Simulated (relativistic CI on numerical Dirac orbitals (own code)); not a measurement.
## Ba: what numerical and physical settings do to a radial Dirac CI calculation

Reference input:

```
atom Ba  Z=56  charge=0  electrons=56
nucleus A=138  rms_radius_fm=4.8378
hamiltonian dirac-coulomb  breit=on  qed=on  c_scale=1
orbitals kli  potential=per-configuration
slater_scale 1
correlation none
mixing on
grid step=0.0125 r_max=259.4
scf mixing=0.4 start=green max_iterations=150 tolerance=2e-08 node_fill=0.05
configurations
  [Xe] 6s2
  [Xe] 6s 6p
  [Xe] 5d 6s
  [Xe] 5d2
  [Xe] 6p2
end
```

Computed lowest total energy -8124.73544 Ha, first excitation 10720.7 cm⁻¹, 56 SCF steps. Runs with settings changed; * marks those that are bad on purpose (the QED terms keep the true α when c is scaled):

| Changed | Outcome | Lowest level | ΔE (Ha) | First excitation (cm⁻¹) | SCF steps | Message |
| --- | --- | --- | --- | --- | --- | --- |
| speed of light × 1.25, start potential previous, node fill of the KLI weights 0 | converged | 6s² ¹S0 | 92.7 | 9891.7 | 52 |  |
| Breit term off | converged | 6s² ¹S0 | -6.55 | 10705.0 | 56 |  |
| node fill of the KLI weights 0.2, nuclear radius 5.3216 fm, QED terms off | converged | 6s² ¹S0 | -4.3 | 10650.2 | 56 |  |
| speed of light × 2, SCF tolerance 1e-10 | converged | 6s² ¹S0 | 187 | 8360.6 | 74 |  |
| configuration list: no such shell * | refused |  |  |  | 0 | configuration [Xe] 2d2: l must be smaller than n |
| grid step 0.002 * | refused |  |  |  | 0 | the grid has 9687 points, outside 40 to 4096 |

With so few configurations and no correlation, terms lie too far apart (by 10 to 50 % near neutrality), their order can be wrong, and levels of other configurations are missing.
